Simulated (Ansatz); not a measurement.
Cu₅⁺, relaxed as a singlet with RKS PBE-D4/def2-SVP in Ansatz, starting from the GFN2-xTB geometry. Force threshold 0.02 eV/Å.

The structure comes from a short search, and lower isomers may exist.

Start:

Cartesian coordinates in Å:
```
Cu -0.997 -1.613 -1.649
Cu 1.262 2.117 0.531
Cu -2.417 -0.687 -0.147
Cu -0.003 0.010 -0.008
Cu 2.155 0.173 1.273
```

```json
{"step": "1", "energy (eV)": "-223134.2111", "largest force component (eV/Å)": "0.497", "SCF passes": "31"}
{"step": "2", "energy (eV)": "-223134.3554", "largest force component (eV/Å)": "0.223", "SCF passes": "23"}
{"step": "3", "energy (eV)": "-223134.3890", "largest force component (eV/Å)": "0.025", "SCF passes": "23"}
{"step": "4", "energy (eV)": "-223134.3907", "largest force component (eV/Å)": "0.005", "SCF passes": "23"}
{"step": "5", "energy (eV)": "-223134.3913", "largest force component (eV/Å)": "0.042", "SCF passes": "21"}
{"step": "6", "energy (eV)": "-223134.3916", "largest force component (eV/Å)": "0.019", "SCF passes": "22"}
```

Force components are those of the run's own axes.

End:

Cartesian coordinates in Å:
```
Cu -0.9154 -1.3549 -1.7089
Cu 1.2399 1.9943 0.2808
Cu -2.2384 -0.7606 0.0448
Cu 0.0003 0.0000 -0.0005
Cu 1.9137 0.1213 1.3839
```

By distances, no bond broke or formed. The bond that changes most is Cu3–Cu4, from 2.52 to 2.36 Å (atoms count from 1). The end is the same structure that another start reached.

The force fell under the threshold at step 4, but the optimiser went on. No frequencies were taken in this run, so the end may be a saddle point.

Run time 11 s (4 threads of Arm Neoverse V2 on a shared host).
